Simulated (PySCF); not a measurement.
Excited states between 380 and 750 nm. Vertical TDDFT excitations of isolated species (PySCF; the level stands beside each; core orbitals frozen in the response), one conformer each, no solvent.

1. `COS(=O)(=O)CCF`
2. `C[C@H]1C(=O)C=C(F)C1=O`
3. `C(=C/F)/C1OC=COC=1`
4. `O=C1C=C(F)[SiH2]1`
5. `Cc1ccoc1C(=O)F`
6. `C/C(=C\C=O)C(F)=C=O`

For which of them does the calculation put a singlet between 380 and 750 nm?

2 and 6.

1. (B3LYP/def2-SVPD on a GFN2-xTB geometry) 156 nm (f 0.002); 153 nm (f 0.009); 150 nm (f 0.014); 147 nm (f 0.004); 147 nm (f 0.056).
2. (PBE0/def2-SVPD on a GFN2-xTB geometry) 395 nm (f 0.000); 334 nm (f 0.000); 233 nm (f 0.003); 223 nm (f 0.248); 205 nm (f 0.002). S1 lies in the visible range (380 to 750 nm), at 395 nm, dark in the vertical dipole picture (f under 0.0005); light of that wavelength is violet, and its complementary colour is yellow-green; a Tamm–Dancoff triplet lies at 460 nm, without intensity as long as spin–orbit coupling is left out.
3. (PBE0/def2-SVPD on a GFN2-xTB geometry) 344 nm (f 0.047); 256 nm (f 0.006); 234 nm (f 0.006); 220 nm (f 0.008); 205 nm (f 0.000). No computed singlet lies in the visible range (380 to 750 nm); the lowest, at 344 nm, stands 0.34 eV above its violet end (3.26 eV); a Tamm–Dancoff triplet lies at 505 nm, without intensity as long as spin–orbit coupling is left out.
4. (PBE0/def2-SVPD on a GFN2-xTB geometry) 364 nm (f 0.001); 241 nm (f 0.002); 235 nm (f 0.038); 201 nm (f 0.110); 199 nm (f 0.039). No computed singlet lies in the visible range (380 to 750 nm); the lowest, at 364 nm, stands 0.14 eV above its violet end (3.26 eV); a Tamm–Dancoff triplet lies at 429 nm, without intensity as long as spin–orbit coupling is left out.
5. (wB97X-D/def2-SVPD on a GFN2-xTB geometry) 237 nm (f 0.348); 222 nm (f 0.006); 203 nm (f 0.059); 171 nm (f 0.007); 169 nm (f 0.183).
6. (wB97X-D/def2-SVPD on a GFN2-xTB geometry) 476 nm (f 0.000); 342 nm (f 0.000); 263 nm (f 0.578); 224 nm (f 0.056); 221 nm (f 0.001). S1 lies in the visible range (380 to 750 nm), at 476 nm, dark in the vertical dipole picture (f under 0.0005); light of that wavelength is blue, and its complementary colour is yellow; a Tamm–Dancoff triplet lies at 552 nm, without intensity as long as spin–orbit coupling is left out.
